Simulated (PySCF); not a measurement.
3-bromo-1,1-difluoropropa-1,2-diene (C₃HBrF₂), SMILES FC(F)=C=CBr. Atoms are numbered in the order given.

```xyz
7

F     -2.8057     0.2412     1.0819
C     -2.1005    -0.0263     0.0000
F     -2.8057     0.2412    -1.0819
C     -0.8833    -0.5070     0.0000
C      0.3407    -0.9508     0.0000
Br     1.8784     0.1878     0.0000
H      0.6174    -2.0093     0.0000
```

The structure is a stationary point at B3LYP-D3(BJ)/def2-SVP.

Method: KT2/pcSseg-1 in PySCF.

GIAO shieldings, no solvent; atoms alike by connectivity are averaged. δ = σ(ref) − σ: ¹⁹F against CFCl3 (σ = 127.1 ppm); ¹³C against TMS (σ = 185.1 ppm); ¹H against TMS (σ = 31.47 ppm), references at their B3LYP-D3(BJ)/def2-TZVP geometries, non-relativistic (without spin–orbit terms, shifts of atoms bonded to Cl or Br come out too high).

Computed chemical shifts:
```
nucleus   atoms  count  δ (ppm)
-------  ------  -----  -------
¹⁹F      F1, F3      2   -107.3
¹³C          C4      1    175.5
¹³C          C2      1    158.8
¹³C          C5      1    111.5
¹H           H7      1     7.39
```
